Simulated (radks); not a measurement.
Neutral aluminium inside a hard spherical wall (all orbitals vanish at R), configuration held at [Ne] 3s2 3p1 and not refilled when levels cross. Method: non-relativistic Kohn-Sham, PBE, spin-unpolarised, spherical densities, point nucleus; computed with a radial shooting solver on a logarithmic mesh with Libxc functionals. Eigenvalues in eV, with the zero of energy where the potential of the charges vanishes at infinity; a dash marks a level that is unbound or too diffuse for the functional's potential to be trusted. A positive occupied level is held by the wall or, in an anion where self-interaction has pushed it up, behind a barrier. The pressure on the wall is -dE/dV.

R (bohr)  E (hartree)  kinetic (hartree)    e(2s)    e(2p)   e(3s)   e(3p)  e(4s, empty)  e(4p, empty)  pressure (GPa)
free       -242.22496            241.831  -107.72  -69.683  -7.730  -2.720             -             -               0
20         -242.22496            241.831  -107.72  -69.683  -7.730  -2.720        -0.311         0.329        < 0.0001
15         -242.22495            241.831  -107.71  -69.681  -7.728  -2.718        -0.176         0.721        0.000102
12         -242.22481            241.832  -107.69  -69.659  -7.712  -2.701         0.180         1.455         0.00228
10         -242.22404            241.838  -107.62  -69.582  -7.657  -2.636         0.867         2.632          0.0193
7          -242.21015            241.915  -106.90  -68.865  -7.178  -1.985         4.791         8.111           0.697
5          -242.10411            242.377  -104.13  -66.084  -5.136   0.831        16.571        21.985            12.7
3.5        -241.50806            244.284  -96.790  -58.726   2.752  10.831        51.467        58.950             174
2.5        -239.37823            249.794  -84.388  -46.192  26.241  37.439        134.36        140.30            1630
2          -235.73518            258.586  -71.385  -32.642  63.521  75.777        244.85        243.19            6820
